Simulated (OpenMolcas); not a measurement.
# Ions of charge +3 along the 3d row with 6 fluoride ligands in octahedral coordination

```
Program             : OpenMolcas 26.06
Method              : CASSCF
Spin-orbit coupling : state interaction with AMFI integrals over the reference wave functions
```

The d shell is active. Anionic complexes are neutralised by point charges behind the ligands. Distances were set from a Shannon-type radius of the metal (high-spin where two are listed) plus a fixed donor radius (F 1.31 Å). Ligand basis ANO-RCC-VDZP, DKH2 Hamiltonian. States (labels of O, the rotations of Oh). Energies in cm-1 above the lowest state or level, χT in cm3 K/mol; under a threefold ground state the first gap can be a small split of the lowest multiplet, not the spin-orbit step; 10Dq and B are least-squares fits to the states below 45000 cm-1, weighted by degeneracy, with a free offset, and given where the rms deviation is under 5 % of |10Dq| (or 100 cm-1) and under 700 cm-1. Spin-only χT is S(S+1) / 2 for the spin of the ground state.

```tsv
Ion	Shell	R (Å)	Metal basis	Outer charge (e at Å behind ligand)	Ground state	First state of that spin	10Dq	B (rms of fit)	First gap with spin-orbit (degeneracies)	χT at 300 K	First state of another spin	Spin-only χT
Ti3+	3d1	1.98	ANO-RCC-VTZP	0.5 at 2.8	2T2	2E 15357	15357		218.1 (4, 2)	0.447		0.375
V3+	3d2	1.95	ANO-RCC-VTZP	0.5 at 3.2	3T1	3T2 12872	14482	1006 (75)	5.6 (2, 3)	0.891	1T2 14186	1.000
Cr3+	3d3	1.93	ANO-RCC-VDZP	0.5 at 2.4	4A2	4T2 13492	13367	1075 (63)	13385 (4, 2)	1.826	2E 19441	1.875
Mn3+	3d4	1.96	ANO-RCC-VTZP	0.5 at 2.6	5E	5T2 11227	11038	1142 (99)	9.7 (1, 3)	2.940	3T1 14647	3.000
Fe3+	3d5	1.96	ANO-RCC-VTZP	0.5 at 3.2	6A1		9930	1237 (119)	27913 (6, 2)	4.385	4T1 28006	4.375
Co3+	3d6	1.92	ANO-RCC-VTZP	0.5 at 2.8	5T2	5E 9894	10334	1237 (180)	270.9 (3, 2)	4.182	3T1 16090	3.000
Ni3+	3d7	1.91	ANO-RCC-VTZP	0.5 at 3.2	4T1	4T2 8164	9961	1312 (302)	473.6 (2, 4)	3.424	2E 14153	1.875
Cu3+	3d8	1.85	ANO-RCC-VTZP	0.5 at 2.6	3A2	3T2 10615	10828	1351 (145)	10235 (3, 2)	1.324	1E 19224	1.000
```

The rows also differ in their metal basis and outer charges, so part of each step comes from that.

Among the 8 ions with a close fit, |10Dq| is smallest for Fe3+ (9930 cm-1) and largest for Ti3+ (15357 cm-1). The error differs from ion to ion, so this order need not be the real one.

B goes from 1006 cm-1 (V3+) to 1351 cm-1 (Cu3+).

Every ion keeps the highest spin of its shell. χT departs most from the spin-only value for Ni3+, by +1.549 cm3 K/mol.

Ligand-to-metal charge-transfer states are missing. An orbital triplet at a regular site is open to Jahn-Teller coupling, which can distort the site and quench the lowest spin-orbit gaps and is left out (holds for Ti3+; V3+; Co3+; Ni3+). With metal d orbitals alone and no dynamic correlation the field as a rule comes out too small, by tens of per cent, by up to half for chloride and softer ligands (holds for Ti3+; V3+; Cr3+; Mn3+; Fe3+). Without dynamic correlation the repulsion within the d shell is too large (B by tens of per cent), so at a given field states of lower spin stand too high (holds for V3+; Cr3+; Mn3+; Fe3+; Co3+; Ni3+; Cu3+). With no ligand orbital active B as a rule stays too high, so bands that hang on it stand too high and its fall with covalency is understated (holds for V3+; Cr3+; Mn3+; Fe3+; Co3+; Ni3+; Cu3+). An orbital doublet at a regular site is open to a Jahn-Teller distortion, which this geometry leaves out (holds for Mn3+). This shell can be high or low spin here, a state of another spin lies low, and with metal d orbitals alone active their balance is uncertain, so the ground spin may be wrong (holds for Mn3+; Ni3+). CASSCF with metal d orbitals alone favours high spin, so a ground state of lower spin is not ruled out (holds for Co3+). With metal d orbitals alone and no dynamic correlation the field as a rule comes out too small, by tens of per cent, by up to half for chloride and softer ligands, and with too little covalency χT stands high (holds for Co3+; Ni3+). With metal d orbitals alone and no dynamic correlation the field as a rule comes out too small, by tens of per cent, by up to half for chloride and softer ligands, and the orbital part of g and χT, which goes as 1/10Dq, too large (holds for Cu3+). No measured value stands beside these numbers; the geometry was imposed, not optimised, and the real ion may take another.
